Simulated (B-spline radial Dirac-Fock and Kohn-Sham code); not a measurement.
# Dipole and non-dipole photoemission parameters of Ni³⁺ 2s

System: the Ni³⁺ ion, [Ar] 3d7; threshold 1049.7 eV (orbital energy of the model). The computed values come from a radial atomic solver: Dirac-Hartree-Slater photoionisation with a Latter tail; cross sections with all multipoles, angular parameters from the dipole term and its interference with E2.

The run's input, task.json:

```json
{"items": [{
  "Z": 28,
  "q": 3,
  "cfg": [[1, 0, 2], [2, 0, 2], [2, 1, 6], [3, 0, 2], [3, 1, 6], [3, 2, 7]],
  "A": 58,
  "rrms": 3.7757,
  "do": "xps",
  "hv": [77.6, 97.0, 149.0, 158.0, 175.0, 190.0, 200, 245.0, 428.0, 430.0, 478.0, 482.0, 497.0, 523.0, 576.0, 600, 800, 1000, 1230.0, 1253.6, 1340.0, 1486.9, 1740.0, 3410.0, 3520.0, 4270.0, 5370.0, 5414.7, 8160.0, 15000]
}]}
```

Launch: `python xray2_run.py task.json out`

For linearly polarised light dσ/dΩ = σ/(4π) [1 + β P₂(cos θ) + (δ + γ cos²θ) sin θ cos φ], with θ from the polarisation vector and φ the angle between the beam and the projection of the electron momentum on the plane normal to the polarisation.

```tsv
hν (eV)	σ (kb)	β	γ
1230	95.0	1.999	0.344
1253.6	92.3	1.999	0.301
1340	83.5	1.999	0.178
1486.9	70.8	1.999	0.050
1740	54.3	1.999	-0.045
3410	15.1	1.999	0.189
3520	14.1	1.999	0.214
4270	9.40	1.999	0.387
5370	5.66	1.999	0.629
5414.7	?	?	?
8160	2.14	1.999	1.147
15000	0.465	1.998	2.085
```

Question: Give the values at Cr Kα (5414.7 eV).

Answer: σ = 5.56 kb, β = 1.999, γ = 0.639. For an s subshell δ is negligible.
